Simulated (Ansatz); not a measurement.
Program: Ansatz 0.2.0.

A structure relaxed at PBE0-D4/def2-TZVP, charge 0, multiplicity 1:

```tsv
atom	x (Å)	y (Å)	z (Å)
Si1	-0.721	-0.009	-1.681
C2	-0.200	-0.901	-0.103
C3	1.056	-0.352	0.549
S4	1.045	1.442	0.819
S5	-0.620	1.754	1.952
H6	-1.621	-0.906	-2.458
H7	-1.456	1.251	-1.402
H8	0.475	0.297	-2.512
H9	-0.049	-1.961	-0.334
H10	-1.033	-0.856	0.605
H11	1.277	-0.849	1.496
H12	1.927	-0.485	-0.103
H13	-0.079	1.577	3.174
```

Give its formula and SMILES.

C2H8S2Si, `[SiH3]CCSS`.

Point group (tolerance 0.08 Å, 0.16 Å for H)?

C1.

Summarise the bond lengths by kind.

1 × C–Si 1.886 Å; 3 × H–Si 1.485 to 1.489 Å; 1 × C–C 1.518 Å; 4 × C–H 1.093 to 1.096 Å; 1 × C–S 1.814 Å; 1 × S–S 2.038 Å; 1 × H–S 1.348 Å.
